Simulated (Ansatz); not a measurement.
Isomers of CH5BFN, B3LYP-D3(BJ)/def2-TZVP minima from an xTB search, which can miss the lowest.
Isomer 1, SMILES CB(N)F (charge 0, multiplicity 1, Z-matrix in Å and degrees):
```
B
F 1 1.3529
N 1 1.3984 2 116.91
H 3 1.0043 1 123.02 2 179.97
H 3 1.0067 4 114.46 1 179.98
C 1 1.5689 2 118.58 3 180.00
H 6 1.0910 1 113.63 2 179.98
H 6 1.0937 7 108.03 1 122.73
H 6 1.0937 7 108.03 8 114.54
```
Isomer 2, SMILES CNBF (charge 0, multiplicity 1):
```xyz
9

C     -1.151    -0.142     0.080
N      0.163     0.475     0.133
B      1.369    -0.133    -0.191
F      2.510     0.575    -0.090
H     -1.811     0.381    -0.617
H     -1.048    -1.172    -0.258
H     -1.629    -0.153     1.063
H      0.171     1.437     0.438
H      1.425    -1.267    -0.557
```

Frozen-core correlation. MP2 and its Hartree–Fock in cc-pVQZ are density fitted.

Programs: Ansatz (Gaussian orbitals). 

The energy of isomer 2 above isomer 1 is E(isomer 2) − E(isomer 1). Total energies (hartree):

```json
[
 {"level": "HF/cc-pVTZ", "isomer 2": "-219.5344861", "isomer 1": "-219.5634547"},
 {"level": "MP2/cc-pVTZ", "isomer 2": "-220.2743368", "isomer 1": "-220.3054086"},
 {"level": "HF/cc-pVQZ", "isomer 2": "-219.5510714", "isomer 1": "-219.5800887"},
 {"level": "MP2/cc-pVQZ", "isomer 2": "-220.3465367", "isomer 1": "-220.3780580"},
 {"level": "CCSD(T)/cc-pVTZ", "isomer 2": "-220.3280047", "isomer 1": "-220.3581748"}
]
```

### Question
Work out the energy of isomer 2 above isomer 1 at the basis-set limit: extrapolate the MP2 correlation part as X⁻³, take Hartree–Fock from the larger set, and add the CCSD(T) − MP2 difference of cc-pVTZ.

### Answer

1. Differences (1 hartree = 627.509 kcal/mol): HF/cc-pVTZ 18.178; MP2/cc-pVTZ 19.498; HF/cc-pVQZ 18.209; MP2/cc-pVQZ 19.780; CCSD(T)/cc-pVTZ 18.932.
2. Correlation parts, MP2 less HF: 1.320 in cc-pVTZ (X = 3), 1.571 in cc-pVQZ (X = 4).
3. Limit (4³·(1.571) − 3³·(1.320))/(4³ − 3³) = 1.755; with HF/cc-pVQZ it gives 19.963.
4. CCSD(T) less MP2 in cc-pVTZ: -0.566.
Result: 19.40 kcal/mol, against 19.50 at MP2/cc-pVTZ. It is an estimate of this method's limit, not of the exact value.

Ansatz is a program for electronic structure.
